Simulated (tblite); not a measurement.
Compound: C₆H₁₄ClFSi.
Structure used (GFN2-xTB), in Å, numbered top down from 1:
```xyz
23
C6H14ClFSi angstrom
C      1.2872   -0.8170   -1.3758
C      0.6040   -0.7232   -0.0091
Si     1.9266   -0.2954    1.3141
C     -0.6602    0.1707   -0.0226
C     -1.7917   -0.5040   -0.8089
C     -1.1564    0.3878    1.4145
F     -1.2424   -0.8060    2.0859
C     -0.3329    1.5317   -0.6362
Cl    -1.6858    2.6864   -0.4905
H      0.5823   -1.0502   -2.1714
H      2.0301   -1.6112   -1.3533
H      1.8000    0.1079   -1.6320
H      0.2413   -1.7277    0.2362
H      3.0810   -1.1526    1.0428
H      1.4485   -0.5439    2.6695
H      2.3403    1.1066    1.1740
H     -2.0965   -1.4178   -0.3043
H     -2.6515    0.1592   -0.8731
H     -1.4802   -0.7528   -1.8194
H     -2.1602    0.8226    1.4244
H     -0.4723    1.0241    1.9845
H     -0.1344    1.4385   -1.7024
H      0.5183    1.9935   -0.1369
```

Computed values, GFN2-xTB/tblite, gas phase, harmonic and unscaled. The method is semi-empirical: single wavenumbers can be off by several per cent or more. Modes of hydrogen on silicon can be 10 to 20 % off. One conformer, not necessarily the lowest.

Harmonic wavenumbers (cm⁻¹): 70.2, 85.0, 108.5, 126.9, 155.1, 195.8, 208.5, 218.7, 247.9, 276.5, 295.8, 339.4, 371.0, 397.6, 450.3, 535.4, 565.8, 576.4, 683.9, 743.5, 776.1, 797.9, 809.1, 813.5, 881.1, 922.2, 970.9, 981.0, 1004.7, 1053.0, 1067.4, 1092.6, 1113.2, 1164.8, 1182.8, 1224.7, 1241.2, 1266.5, 1273.8, 1319.0, 1339.3, 1410.4, 1425.6, 1435.2, 1451.9, 1492.5, 1499.6, 1513.6, 1518.8, 2218.9, 2270.0, 2311.5, 2930.5, 2946.2, 2960.9, 2986.1, 3000.7, 3016.2, 3022.5, 3035.2, 3039.0, 3043.1, 3051.5.

A = 1408, B = 766.5, C = 691.7 MHz; mass 168.054 u (most abundant isotopes); point group C1, symmetry number 1.

Zero-point energy?

Half the sum of the wavenumbers: 40263 cm⁻¹ = 115.12 kcal/mol.

What is S at 500 K and 1 bar for an ideal gas of classical rigid rotors and harmonic oscillators?

Translation 43.86, rotation 31.98, vibration 61.89: S = 137.7 cal/(mol K).

And Cp and H(500 K) − H(0)?

Cp = 69.43 cal/(mol K), of which vibrations give 61.49 (their classical limit is 63 R = 125.2); H(500 K) − H(0) = 20.20 kcal/mol without the zero-point energy, 16.22 from vibrations.

Which modes carry the vibrational entropy at 500 K?

70.2 cm⁻¹: 5.17; 85.0 cm⁻¹: 4.79; 108.5 cm⁻¹: 4.31; 126.9 cm⁻¹: 4.00; 155.1 cm⁻¹: 3.61; 195.8 cm⁻¹: 3.15 cal/(mol K); the other 57 give 36.86 together.

How do the functions run with temperature in this model?

```json
{"T (K)": "50", "S (cal/(mol K))": "60.0", "Cp (cal/(mol K))": "13.5", "H − H(0) (kcal/mol)": "0.49", "G − H(0) (kcal/mol)": "-2.51", "ln q(vib)": "0.33"}
{"T (K)": "100", "S (cal/(mol K))": "72.0", "Cp (cal/(mol K))": "22.0", "H − H(0) (kcal/mol)": "1.38", "G − H(0) (kcal/mol)": "-5.82", "ln q(vib)": "1.56"}
{"T (K)": "298.15", "S (cal/(mol K))": "107.8", "Cp (cal/(mol K))": "47.3", "H − H(0) (kcal/mol)": "8.31", "G − H(0) (kcal/mol)": "-23.82", "ln q(vib)": "8.11"}
{"T (K)": "373.15", "S (cal/(mol K))": "119.4", "Cp (cal/(mol K))": "56.3", "H − H(0) (kcal/mol)": "12.20", "G − H(0) (kcal/mol)": "-32.35", "ln q(vib)": "10.62"}
{"T (K)": "750", "S (cal/(mol K))": "169.7", "Cp (cal/(mol K))": "88.1", "H − H(0) (kcal/mol)": "40.06", "G − H(0) (kcal/mol)": "-87.21", "ln q(vib)": "22.72"}
{"T (K)": "1000", "S (cal/(mol K))": "196.8", "Cp (cal/(mol K))": "100.4", "H − H(0) (kcal/mol)": "63.73", "G − H(0) (kcal/mol)": "-133.11", "ln q(vib)": "30.05"}
```

q(vib) and H(0) count from the zero-point level.

What must be added to the electronic energy to get the Gibbs energy at 500 K and 1 bar?

ZPE + [H(500 K) − H(0)] − T·S = 115.12 + 20.20 − 68.87 = 66.45 kcal/mol.

Blend soft modes into free rotors: weight 1/[1 + (100 cm⁻¹/ν̃)⁴] for the oscillator and the rest for a rotor with moment μB/(μ + B), μ = h/(8π²ν), B = 10⁻⁴⁴ kg m². What vibrational entropy results?

59.06 cal/(mol K) in place of 61.89, which changes −T·S at 500 K by +1.42 kcal/mol.

Hindered rotation and anharmonicity are outside this model. Other conformers, if any are populated, would add a mixing term that is left out. The structure is chiral; the term R ln 2 for an equal mix with its mirror image is left out.
